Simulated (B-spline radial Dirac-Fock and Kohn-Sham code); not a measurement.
**Ionisation of each subshell: Ho³⁰⁺**

System: the Ho³⁰⁺ ion in the configuration [Kr] 4d1; nuclear rms radius 5.2022 fm (A = 165).

Input file task.json (cfg lists n, l and occupation; rrms is the nuclear radius in fm):

```json
{"items": [{
  "Z": 67,
  "q": 30,
  "cfg": [[1, 0, 2], [2, 0, 2], [2, 1, 6], [3, 0, 2], [3, 1, 6], [3, 2, 10], [4, 0, 2], [4, 1, 6], [4, 2, 1]],
  "A": 165,
  "rrms": 5.2022,
  "do": ["binding"]
}]}
```

Launch: `python xray_run.py task.json out`

Level of theory: relaxed Dirac-Fock hole states (ΔSCF) with Breit and QED corrections and a finite nucleus; a radial atomic solver. No correlation. Energies are counted from the vacuum level.

All terms are in eV, carry their sign (relaxation lowers the binding energy) and add up to the binding energy; ⟨r⟩ is the mean radius of the orbital in the initial state.

| subshell | −ε (Koopmans) | relaxation | Gaunt | retardation | self-energy | vacuum polarisation | binding energy | ⟨r⟩ (bohr) |
| --- | --- | --- | --- | --- | --- | --- | --- | --- |
| K (1s) | 57065.1 | -57.22 | -182.45 | 16.29 | -103.43 | 17.68 | 56755.9 | 0.021 |
| L1 (2s) | 10596.4 | -23.98 | -19.43 | 1.36 | -14.19 | 2.26 | 10542.4 | 0.087 |
| L2 (2p1/2) | 10118.0 | -27.99 | -33.12 | 3.60 | 0.30 | 0.04 | 10060.8 | 0.073 |
| L3 (2p3/2) | 9258.5 | -25.70 | -23.32 | 4.68 | -0.84 | -0.10 | 9213.2 | 0.080 |
| M1 (3s) | 3251.0 | -5.84 | -3.65 | 0.25 | -3.23 | 0.50 | 3239.0 | 0.226 |
| M2 (3p1/2) | 3043.7 | -6.49 | -6.27 | 0.64 | 0.03 | 0.01 | 3031.6 | 0.216 |
| M3 (3p3/2) | 2856.8 | -5.82 | -4.26 | 0.91 | -0.19 | -0.03 | 2847.4 | 0.229 |
| M4 (3d3/2) | 2508.1 | -7.53 | -2.68 | 0.24 | 0.27 | -0.03 | 2498.4 | 0.202 |
| M5 (3d5/2) | 2467.6 | -7.23 | -1.82 | 0.26 | 0.16 | -0.03 | 2459.0 | 0.206 |
| N1 (4s) | 1403.7 | -0.77 | -1.07 | 0.10 | -0.94 | 0.15 | 1401.2 | 0.473 |
| N2 (4p1/2) | 1310.2 | -0.83 | -1.78 | 0.20 | 0.01 | 0.00 | 1307.9 | 0.474 |
| N3 (4p3/2) | 1256.3 | -0.74 | -1.21 | 0.29 | -0.05 | -0.01 | 1254.6 | 0.493 |
| N4,5 (4d) | 1116.8 | -0.76 | -0.54 | 0.10 | 0.06 | -0.01 | 1115.7 | 0.493 |

For the deepest level, K (1s), the Breit terms make up -0.293 % of the binding energy, QED -0.151 % and orbital relaxation -0.101 %.

Spin-orbit splittings: 2p 847.7 eV, 3p 184.3 eV, 3d 39.42 eV, 4p 53.28 eV.

Going to the tabulated ground configuration of the next ion removes an electron from N4,5 (4d), computed at 1115.7 eV. NIST lists 1122 ± 4 eV as the ionisation energy of this species (theoretical), +6.34 eV from the computed value. Where a p, d or f shell is open in either ion the computed value averages over both j values and all terms, while the table refers to the lowest levels; that difference holds spin-orbit splitting (largest in heavy or highly charged ions), term energies where several electrons share open shells, and correlation, and it can reach 10 % or more.
